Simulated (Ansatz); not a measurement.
SiBr2Cl, SMILES Cl[Si](Br)Br, multiplicity 2.

Coordinates come from a B3LYP-D3(BJ)/def2-SVP optimisation.

Two levels are set side by side: PBE/def2-TZVPD (Ansatz, an electronic-structure program) and CAM-B3LYP/def2-TZVPD (Ansatz). Energy differences of separate SCF runs at the same geometry; the states with an electron removed or added have multiplicity 1 and 1. Differences are taken from unrounded values.

| quantity | PBE |
|---|---|
| vertical ionisation energy (eV) | 8.75 |
| vertical electron affinity (eV) | 2.18 |

### Question
These are the PBE values. What does CAM-B3LYP give? (Estimate from the structure and the level; the computed values follow.)

### Answer

```
quantity                         CAM-B3LYP  PBE minus CAM-B3LYP
-------------------------------  ---------  -------------------
vertical ionisation energy (eV)       9.14                -0.39
vertical electron affinity (eV)       2.30                -0.12
```
